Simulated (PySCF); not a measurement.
## Radiative rates from a computed spectrum

Compound: C4H7Cl2NSi.
Cartesian coordinates in Å at the GFN2-xTB level; atoms count from 1:
```xyz
15
C4H7Cl2NSi angstrom
C      1.1782   -1.6473    1.3550
C      0.0125   -1.5452    0.7357
Si    -0.4457   -0.2004   -0.4945
N      0.8704    0.9017   -0.5172
C      1.6471    1.3644   -1.3777
C     -1.8252    0.8987    0.2884
Cl    -2.3165    2.1754   -0.8434
Cl    -3.2264   -0.1122    0.6808
H      1.3933   -2.4408    2.0545
H      1.9682   -0.9338    1.1882
H     -0.7487   -2.2880    0.9377
H     -1.0144   -0.7497   -1.7285
H      1.6253    1.1100   -2.4390
H      2.4097    2.0760   -1.0709
H     -1.5321    1.3992    1.2092
```

Level of theory: TDDFT PBE0/def2-SVPD, vertical, gas phase, core orbitals frozen in the response (PySCF).

Computed singlets with f of 0.002 or more:

| state | λ (nm) | f |
| --- | --- | --- |
| S2 | 225.0 | 0.0027 |
| S3 | 224.1 | 0.039 |
| S4 | 206.9 | 0.023 |
| S5 | 203.4 | 0.056 |
| S6 | 195.0 | 0.015 |
| S7 | 192.7 | 0.010 |
| S8 | 187.8 | 0.0061 |

Task: Turn these into Einstein A coefficients, radiative lifetimes, transition dipoles and integrated cross-sections.

Result: Relations used (vacuum, state to state): A = 0.6670 f ν̃² s⁻¹ (ν̃ in cm⁻¹); τ = 1/A; f = (2/3) ΔE |μ|² in atomic units; ∫σ dE = 109.76 f Mb·eV.

```json
{"state": "S2", "A (s⁻¹)": "3.6×10⁶", "τ": "280 ns", "|μ| (D)": "0.36", "∫σ dE (Mb·eV)": "0.3"}
{"state": "S3", "A (s⁻¹)": "5.2×10⁷", "τ": "19 ns", "|μ| (D)": "1.36", "∫σ dE (Mb·eV)": "4.3"}
{"state": "S4", "A (s⁻¹)": "3.6×10⁷", "τ": "28 ns", "|μ| (D)": "1.01", "∫σ dE (Mb·eV)": "2.5"}
{"state": "S5", "A (s⁻¹)": "9.1×10⁷", "τ": "11 ns", "|μ| (D)": "1.56", "∫σ dE (Mb·eV)": "6.2"}
{"state": "S6", "A (s⁻¹)": "2.6×10⁷", "τ": "39 ns", "|μ| (D)": "0.78", "∫σ dE (Mb·eV)": "1.6"}
{"state": "S7", "A (s⁻¹)": "1.9×10⁷", "τ": "53 ns", "|μ| (D)": "0.65", "∫σ dE (Mb·eV)": "1.1"}
{"state": "S8", "A (s⁻¹)": "1.1×10⁷", "τ": "87 ns", "|μ| (D)": "0.49", "∫σ dE (Mb·eV)": "0.67"}
```

These lifetimes count emission to the ground state at the vertical energy alone; relaxation of the geometry and all other decay channels are left out.

Task: What is the integrated cross-section of all computed states together?

Result: Σf = 0.153 over S1 to S8, so 109.76 × Σf ≈ 16.7 Mb·eV.

Task: Which computed singlets stay under f = 0.002?

Result: S1 (3.95 eV, f 0.0003).

Task: How much energy does a mole of photons resonant with S5 carry?

Result: 6.096 eV × 96.485 = 588 kJ/mol (141 kcal/mol).

One conformer stands for the species.
